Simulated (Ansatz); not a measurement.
Isomers of Ga$_{7}$Sb$_{7}$⁺ (doublet), found by a short tight-binding search and relaxed with PBE-D4/def2-SVP, loosely relaxed in Ansatz.

In the def2 sets Sb takes a core potential; there is no spin–orbit coupling. Correlated methods freeze 91 core orbitals; core or outer-core shells of Ga, Sb are correlated, in sets that lack core-valence functions. Single mean-field runs in def2-SVP, def2-TZVP are fitted with def2-universal-jkfit.

Run but left out: HF/STO-3G (A: ⟨S²⟩ 6.71, where a pure state has 0.75).

A: The geometry of the charge 1 doublet is only loosely relaxed. B: The geometry of the charge 1 doublet is only loosely relaxed.

Other spin states weren't relaxed.

A:

```csv
atom,x (Å),y (Å),z (Å)
Ga1,-2.573,1.251,0.188
Ga2,2.475,-0.714,1.970
Ga3,0.242,0.950,-1.953
Ga4,0.946,1.621,0.664
Ga5,-0.984,-0.752,1.708
Ga6,1.199,-1.696,-0.593
Ga7,-2.095,-0.872,-1.811
Sb8,0.834,-2.736,1.837
Sb9,-3.342,-1.293,0.513
Sb10,-2.236,1.797,-2.410
Sb11,-1.024,1.897,2.317
Sb12,3.489,1.656,1.611
Sb13,2.859,0.485,-1.039
Sb14,0.211,-1.593,-3.002
```

B:

```
atom   x (Å)   y (Å)   z (Å)
 Ga1  -0.731   2.653   0.481
 Ga2   1.453   0.845   0.896
 Ga3  -1.887   1.883  -2.361
 Ga4   0.852  -2.258   2.150
 Ga5  -0.250  -0.453  -1.076
 Ga6   0.454   2.631   2.992
 Ga7  -1.462  -2.402   0.554
 Sb8   2.687  -0.660  -2.309
 Sb9   3.278  -1.213   0.513
Sb10  -2.772  -1.054  -1.675
Sb11   1.077   1.794  -1.723
Sb12  -3.067   0.963   0.312
Sb13   1.351  -2.821  -0.920
Sb14  -0.984   0.093   2.167
```

Problem. Estimate their order by electronic energy at PBE0-D4/def2-TZVP, counted from the lowest.

Solution. A (0.00) < B (1.13), in eV.

Problem. Do the other levels pick the same lowest one?

Solution. All that were run do. Energies above each level's lowest (eV):

| level | A | B |
| --- | --- | --- |
| HF/def2-SVP | 0.00 | 2.90 |
| PBE-D4/def2-SVP | 0.00 | 0.61 |
| PBE-D4/def2-TZVP | 0.00 | 0.53 |
| r2SCAN-D4/def2-TZVP | 0.00 | 1.38 |
| B97M-V/def2-TZVP | 0.00 | 1.28 |
| PBE0-D4/def2-SVP | 0.00 | 1.25 |
| PBE0-D4/def2-TZVP | 0.00 | 1.13 |
| RPA@PBE/def2-SVP | 0.00 | 1.29 |
| MP2/def2-SVP | 0.00 | 1.20 |
Point groups (tolerance 0.1 Å): A not assigned, B not assigned. Lower isomers may exist. From def2-SVP to def2-TZVP the PBE0 values move by up to 0.12 eV, so results in the small set are rough.
